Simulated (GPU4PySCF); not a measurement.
C7H10F6, SMILES CC(F)(F)CC(F)(F)CC(C)(F)F. Coordinates come from a PBE-D3(BJ)/def2-TZVP optimisation. The values are those of a single conformer.

Computed equilibrium geometry at PBE-D3(BJ)/def2-TZVP (GPU4PySCF confirms it by a frequency run) as bond lengths and angles, and its point group (one conformer of several):
point group C2.
Atoms: C1 C2 F3 F4 C5 C6 F7 F8 C9 C10 C11 F12 F13 H14 H15 H16 H17 H18 H19 H20 H21 H22 H23. Bond lengths (Å): C1–C2 1.509, C1–H14 1.096, C1–H15 1.097, C1–H16 1.097, C2–F3 1.385, C2–F4 1.394, C2–C5 1.530, C5–C6 1.525, C5–H17 1.099, C5–H18 1.099, C6–F7 1.388, C6–F8 1.388, C6–C9 1.525, C9–C10 1.530, C9–H19 1.099, C9–H20 1.099, C10–C11 1.509, C10–F12 1.385, C10–F13 1.394, C11–H21 1.096, C11–H22 1.097, C11–H23 1.097. Bond angles (°): C2–C1–H14 110.2, C2–C1–H15 110.3, C2–C1–H16 108.4, H14–C1–H15 108.9, H14–C1–H16 109.5, H15–C1–H16 109.4, C1–C2–F3 109.2, C1–C2–F4 108.7, C1–C2–C5 118.4, F3–C2–F4 105.4, F3–C2–C5 108.8, F4–C2–C5 105.7, C2–C5–C6 117.2, C2–C5–H17 106.8, C2–C5–H18 108.2, C6–C5–H17 109.1, C6–C5–H18 107.4, H17–C5–H18 107.7, C5–C6–F7 109.1, C5–C6–F8 110.2, C5–C6–C9 112.4, F7–C6–F8 105.5, F7–C6–C9 110.2, F8–C6–C9 109.1, C6–C9–C10 117.2, C6–C9–H19 109.1, C6–C9–H20 107.4, C10–C9–H19 106.8, C10–C9–H20 108.2, H19–C9–H20 107.7, C9–C10–C11 118.4, C9–C10–F12 108.8, C9–C10–F13 105.7, C11–C10–F12 109.2, C11–C10–F13 108.7, F12–C10–F13 105.4, C10–C11–H21 110.2, C10–C11–H22 110.3, C10–C11–H23 108.4, H21–C11–H22 108.9, H21–C11–H23 109.5, H22–C11–H23 109.4.
Charge 0, spin multiplicity 1.
